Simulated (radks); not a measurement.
Values are calculated unless marked as measured or tabulated.
Species: the silicon ion Si10+. Configuration: 1s1 2s2 2p(1/2: 1, 3/2: 0) (not the ground configuration).

Code: a radial shooting solver on a logarithmic mesh with Libxc functionals. Model: Dirac Kohn-Sham, BLYP, spin-unpolarised, spherical densities, finite nucleus; Fermi nuclear charge, rms radius 3.1224 fm.

Energy parts (Ry):
| part | energy |
|---|---|
| total | -313.94339 |
| kinetic | 315.46949 |
| electron-nucleus | -658.18047 |
| Hartree | 44.06851 |
| exchange-correlation | -15.30092 |

Orbitals (lengths in bohr, moments of r in powers of bohr; <r^-3> diverges for s and p1/2):
orbital  occ.  eigenvalue (Ry)      <r^4>     <r>  <r^-3>  small-component weight
1s1/2       1        -171.7082  0.0006253  0.1082       -                2.57e-03
2s1/2       2        -34.68692     0.1080  0.4652       -                5.38e-04
2p1/2       1        -32.96625    0.07239  0.3996       -                5.30e-04
2p3/2       0        -32.87208    0.07321  0.4010   87.60                5.29e-04

The highest occupied level is 2p1/2 at -448.53 eV. Summed over all electrons, <r^2> = 0.7163 bohr^2, which gives a Langevin (diamagnetic) susceptibility term of -0.567 x 10^-6 cm^3/mol. The electron density at the nucleus is 1124 e/bohr^3. The density falls to 0.001 e/bohr^3 at r = 1.29 bohr.
